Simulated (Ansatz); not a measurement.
```yaml
crystal:
  periodic: [false, false, false]
  atoms:
    - {symbol: S, position_ang: [1.312603, 0.781616, 0.929954]}
    - {symbol: C, position_ang: [0.152924, 0.098754, 0.077666]}
    - {symbol: Te, position_ang: [-1.357128, -0.683799, -0.910283]}
basis:
  gaussian: {orbitals: def2-SVPD, final_grid: {core_spheres: 1, valence_spheres: 1, degree: 3}}
magnetization: {spin_polarized: true, initial_magnetization: 0}
hamiltonian: {xc: {name: r2SCAN}}
accuracy: high
output: {forces: true}
```

```sh
$ ansatz run in.yaml --threads 4 --pin off --events-out ev --progress --plain --max-ram 10444MiB
```

Shortened log:

```
Functional definition: r2SCAN
1604 factors; integrals over basis functions are off by at most 3.8e-9 eV
mean field evaluation 1: about -19157.5670 eV, gradient 3.0e1 eV
mean field evaluation 2: about -19131.2556 eV, gradient 6.4e1 eV
mean field evaluation 4: about -19158.6918 eV, gradient 2.1e1 eV
mean field evaluation 8: about -19180.5248 eV, gradient 1.0e2 eV
mean field evaluation 16: about -19276.4957 eV, gradient 6.8e0 eV
mean field evaluation 32: about -19331.5536 eV, gradient 2.5e0 eV
mean field evaluation 64: about -19330.9133 eV, gradient 4.9e0 eV
mean field evaluation 96: about -19330.8729 eV, gradient 1.2e0 eV
mean field evaluation 128: about -19330.1082 eV, gradient 9.4e0 eV
mean field -19331.61643381 eV, -710.4238005021 hartree, gradient 1.8e-8 eV, S^2 1.089941; 15 other end points of the search recorded, 0 dependent functions left out
reference -19331.61653303 eV, -710.4238041486 hartree; 23, 23 occupied and 59, 59 virtual orbitals, 1604 factors
Total energy: -19331.61653303 eV, -710.4238041486 hartree
Atom 0 at     1.312603     0.781616     0.929954 Å, force    32.063711    -2.840704    -1.256613 eV/Å
Atom 1 at     0.152924     0.098754     0.077666 Å, force   143.280836   110.390507   135.037605 eV/Å
Atom 2 at    -1.357128    -0.683799    -0.910283 Å, force  -175.344547  -107.549803  -133.780991 eV/Å
Dipole moment:    -1.076253    -0.404750    -0.529303 e Å
```

Problem. What is wrong with this run?

Solution. The integration grid is far too coarse. Self-consistency was reached. The result belongs to that input, not to the molecule as meant.
